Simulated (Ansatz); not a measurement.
PBE exchange is replaced step by step with exact exchange (0 % is PBE, 25 % PBE0; no dispersion term), basis def2-TZVPD, Ansatz. System: [ReNF4]2- (ReNF4²⁻). The state is a singlet with charge -2. Geometry: PBE0-D4/def2-SVPD, each spin state at its own.

Geometry of the singlet:

Cartesian coordinates in Å:
```
Re -0.1439 0.0121 -0.0905
N -1.5398 0.1292 -0.9685
F 0.5868 1.8786 0.2560
F 1.4368 -0.1309 -1.3628
F 0.2547 -1.9492 0.2734
F -0.5946 0.0602 1.8924
```

In the def2 sets Re takes a core potential; there is no spin–orbit coupling. A multiply charged anion in the gas phase is held together partly by the finite basis. Removing one electron lowers the energy by 3.19 eV at PBE0-D4/def2-TZVPD, so it isn't bound. At PBE-D4/def2-TZVPD, PBE with 5 % exact exchange/def2-TZVPD, PBE with 10 % exact exchange/def2-TZVPD, PBE with 15 % exact exchange/def2-TZVPD and others the highest occupied level of the charge -2 singlet lies above zero (up to 6.78 eV). By energy differences it is unbound by 3.53 eV (vertical, to the charge -1 doublet, at PBE-D4/def2-TZVPD) and held by the finite basis. At PBE-D4/def2-TZVPD, PBE with 5 % exact exchange/def2-TZVPD, PBE with 10 % exact exchange/def2-TZVPD, PBE with 15 % exact exchange/def2-TZVPD and others the highest occupied level of the charge -2 triplet lies above zero (up to 5.43 eV). It is a level of α spin, whose loss leaves a doublet; that state wasn't run at this geometry and level. The electron is either unbound and held by the finite basis, or the level is raised by self-interaction error.

```json
{"exact exchange (%)": "0", "HOMO (eV)": "6.78", "LUMO (eV)": "7.02", "gap (eV)": "0.23", "triplet − singlet (kJ/mol)": "17.4"}
{"exact exchange (%)": "5", "HOMO (eV)": "6.47", "LUMO (eV)": "7.09", "gap (eV)": "0.62", "triplet − singlet (kJ/mol)": "19.5"}
{"exact exchange (%)": "10", "HOMO (eV)": "6.14", "LUMO (eV)": "7.16", "gap (eV)": "1.02", "triplet − singlet (kJ/mol)": "21.3"}
{"exact exchange (%)": "15", "HOMO (eV)": "5.82", "LUMO (eV)": "7.23", "gap (eV)": "1.41", "triplet − singlet (kJ/mol)": "22.8"}
{"exact exchange (%)": "25", "HOMO (eV)": "5.15", "LUMO (eV)": "7.36", "gap (eV)": "2.21", "triplet − singlet (kJ/mol)": "25.0"}
{"exact exchange (%)": "35", "HOMO (eV)": "4.47", "LUMO (eV)": "7.49", "gap (eV)": "3.01", "triplet − singlet (kJ/mol)": "26.3"}
```

Task: Fit a straight line to the column «triplet − singlet (kJ/mol)» against the share of exact exchange and predict its value at 50 %.

Result: With x = exact exchange (%) and y = triplet − singlet (kJ/mol): mean x = 15, mean y = 22.05; Σ(x − x̄)(y − ȳ) = 213.5, Σ(x − x̄)² = 850; slope b = 0.2512, intercept a = ȳ − b·x̄ = 18.28. The residuals of the fitted rows reach 0.9. At x = 50 the line gives 18.28 + (0.2512 × 50) = 30.8; the run gave 26.7, 4.1 less than the line.
